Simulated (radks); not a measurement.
Q: Dipole-allowed excitations along the series with 12 electrons in [Ne] 3s2. Calculated with a radial shooting solver on a logarithmic mesh with Libxc functionals: non-relativistic Kohn-Sham, PBE, spin-polarised, spherical densities, point nucleus. Time-dependent linear response with the Hartree and adiabatic LDA kernel, continuum included through the Sternheimer equations. Lines are the poles of the dipole polarisability below minus the highest occupied eigenvalue, found on a grid refined at the orbital gaps; the lowest seven at most are given, and weak or close lines can be missed. The first line takes the name of the lowest orbital gap if no other gap lies below it; otherwise a line is named after a gap within 0.6 % of it, if that gap stands alone.

| species | -e(HOMO) (eV) | lowest orbital gap (eV) | first line (eV) | f | static alpha (bohr^3) |
|---|---|---|---|---|---|
| Al+ | 14.785 | 3s-3p 5.720 | 7.449 (3s-3p) | 1.75 | 23.74 |
| Si2+ | 28.478 | 3s-3p 7.962 | 10.380 (3s-3p) | 1.61 | 11.38 |
| P3+ | 45.504 | 3s-3p 10.147 | 13.171 (3s-3p) | 1.47 | 6.505 |
| S4+ | 65.745 | 3s-3p 12.297 | 15.886 (3s-3p) | 1.35 | 4.120 |
| Cl5+ | 89.137 | 3s-3p 14.425 | 18.554 (3s-3p) | 1.24 | 2.794 |

Estimate the first line of Mg, its oscillator strength and the static polarisability.

A: 4.155 eV (3s-3p), f = 1.46, alpha = 72.69 bohr^3. Measured (NIST Handbook of Basic Atomic Spectroscopic Data, term average): 3s-3p 4.346 eV.
